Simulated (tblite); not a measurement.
A tight-binding relaxation on `CCC[Se][Si](C)(C)C`.

Computed with GFN2-xTB geometry optimisation, gas phase (tblite 0.8.0). Start geometry: from a force field or distance geometry. A driver script takes a list of jobs; this job's settings line and coordinates (Å) are shown.

Command:
```bash
OMP_NUM_THREADS=1 python probes_run.py task.json out
```

Input:
```
{"job": {"kind": "relax", "xc": "GFN2-xTB", "basis": "xTB"}, "charge": 0, "multiplicity": 1}
C      3.874900    -0.241600    -0.576500
C      2.825800     0.287900     0.405900
C      1.419600     0.034900    -0.085600
Se     0.122300     0.727900     1.200200
Si    -1.691900     0.134100    -0.052200
C     -1.682700     1.057000    -1.686700
C     -3.238000     0.594800     0.874700
C     -1.696300    -1.699100    -0.378900
H      4.891800    -0.050200    -0.181200
H      3.737900    -1.334000    -0.718700
H      3.756500     0.276100    -1.555000
H      2.967600    -0.233500     1.393000
H      2.983400     1.374900     0.574500
H      1.250600    -1.051500    -0.229400
H      1.260800     0.568600    -1.056000
H     -2.625500     0.856700    -2.216100
H     -0.820800     0.722100    -2.298800
H     -1.589900     2.140600    -1.490000
H     -3.245900     1.687200     1.077100
H     -4.124600     0.318000     0.284000
H     -3.263000     0.051900     1.848000
H     -1.616800    -2.246000     0.580500
H     -2.647500    -1.974900    -0.868600
H     -0.859900    -1.982100    -1.043200
```

Output:
```
step      E/eV     max force
  0    -704.94644    1.277
  1    -705.08244    0.426
  2    -705.12481    0.310
  3    -705.14124    0.288
  4    -705.15970    0.218
  5    -705.17187    0.231
  6    -705.18588    0.293
  7    -705.19353    0.207
  8    -705.19733    0.179
  9    -705.19961    0.176
... (41 lines left out)
 51    -705.21884    0.027
 52    -705.21892    0.021
 53    -705.21900    0.023
 54    -705.21907    0.023
 55    -705.21913    0.021
 56    -705.21920    0.019
 57    -705.21925    0.016
 58    -705.21929    0.011
 59    -705.21932    0.011
 60    -705.21934    0.009
```

«max force» is the largest atomic force in eV/Å.

Summary of the converged run: energy lowered by 6.3 kcal/mol over 60 steps; largest atomic force 0.009 eV/Å at the end.

**Question.** How long does this job take on one thread, Intel Xeon at 2.50 GHz (x86_64), no GPU, on a shared host?

**Answer.** About 2.0 s.
Labels such as C1 count atoms from 1, the log's own numbers from 0.
